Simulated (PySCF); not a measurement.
**Electron affinity of Re by level of theory**

Re⁻ [Xe] 4f14 5d6 6s2 (5D) → Re [Xe] 4f14 5d5 6s2 (6S), as a difference of total energies. Calculation: PySCF 2.14, in x2c-TZVPPall with one added diffuse shell each of s, p, d, f type (12s8p8d4f1g, 113 functions); the spin-free X2C one-electron Hamiltonian (Gaussian nucleus). Correlated levels: valence: [Xe] 4f14 frozen. The calculations carry no spin-orbit coupling.

```json
{"method": "UHF", "electron affinity (eV)": "-1.878", "plus first-order spin-orbit estimate": "-1.548", "error of that sum (eV)": "-1.608"}
{"method": "LDA", "electron affinity (eV)": "0.371", "plus first-order spin-orbit estimate": "0.701", "error of that sum (eV)": "+0.641"}
{"method": "PBE", "electron affinity (eV)": "0.191", "plus first-order spin-orbit estimate": "0.521", "error of that sum (eV)": "+0.461"}
{"method": "PBE0", "electron affinity (eV)": "-0.165", "plus first-order spin-orbit estimate": "0.165", "error of that sum (eV)": "+0.105"}
{"method": "r2SCAN", "electron affinity (eV)": "0.006", "plus first-order spin-orbit estimate": "0.337", "error of that sum (eV)": "+0.277"}
{"method": "MP2 (valence)", "electron affinity (eV)": "-0.429", "plus first-order spin-orbit estimate": "-0.099", "error of that sum (eV)": "-0.159"}
{"method": "SCS-MP2 (valence)", "electron affinity (eV)": "-0.491", "plus first-order spin-orbit estimate": "-0.161", "error of that sum (eV)": "-0.221"}
```

Reference: 0.060 eV (measured; photodetachment measurements, as compiled on the Wikipedia data page of electron affinities).

A first-order spin-orbit estimate (lowest level to lowest level, LS coupling) adds 0.330 eV.

Errors of the correlated levels include the incompleteness of this basis and the frozen core.

A negative affinity means that the anion lies above the atom at that level of theory.

In the anion the highest occupied orbital energy is positive at LDA, PBE, PBE0, r2SCAN, a self-interaction effect; the basis confines that electron, and the energy difference can still be sensible.
